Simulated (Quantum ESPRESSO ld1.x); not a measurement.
Species: the barium ion Ba2+. Configuration: [Kr] 4d9.75 5s2 5p6 6s0.25 (fractional occupations, a model configuration). All-electron calculation, scalar-relativistic Kohn-Sham, LDA (Slater exchange, Perdew-Zunger correlation), spin-polarised, spherical densities, point nucleus; open shells are filled with parallel spins first. Program: ld1.x of Quantum ESPRESSO 7.5.

Radial electron density D(r) = 4 pi r^2 rho(r):

```
   r/bohr * D(r) (the largest magnitude, 95.4, reaches the edge; | marks zero)
 0.003492 |         *
 0.004065 |            *
 0.004732 |               *
 0.005465 |                  *
 0.006362 |                     *
 0.007407 |                         *
 0.008623 |                             *
  0.01004 |                                 *
  0.01169 |                                     *
   0.0136 |                                       *
  0.01584 |                                         *
  0.01829 |                                         *
  0.02129 |                                        *
  0.02479 |                                       *
  0.02886 |                                     *
   0.0336 |                                    *
  0.03911 |                                     *
  0.04553 |                                        *
  0.05301 |                                            *
  0.06122 |                                                 *
  0.07126 |                                                     *
  0.08296 |                                                      *
  0.09658 |                                                   *
   0.1124 |                                             *
   0.1309 |                                        *
   0.1524 |                                       *
   0.1774 |                                          *
   0.2049 |                                             *
   0.2385 |                                              *
   0.2777 |                                        *
   0.3232 |                              *
   0.3763 |                    *
   0.4381 |                *
     0.51 |                *
   0.5937 |                  *
   0.6857 |                 *
   0.7982 |              *
   0.9293 |         *
    1.082 |      *
    1.259 |    *
    1.466 |   *
    1.707 |   *
    1.987 |  *
    2.295 | *
    2.672 |*
     3.11 *
    3.621 *
    4.215 *
    4.907 *
    5.712 *
     6.65 *
     7.68 *
    8.941 *
```

D(r) has 4 maxima, at r = 0.0179, 0.0791, 0.224, 0.623 bohr, and minima at 0.0344, 0.148, 0.463 bohr, inside which lie 1.96, 11.15, 29.01 electrons.
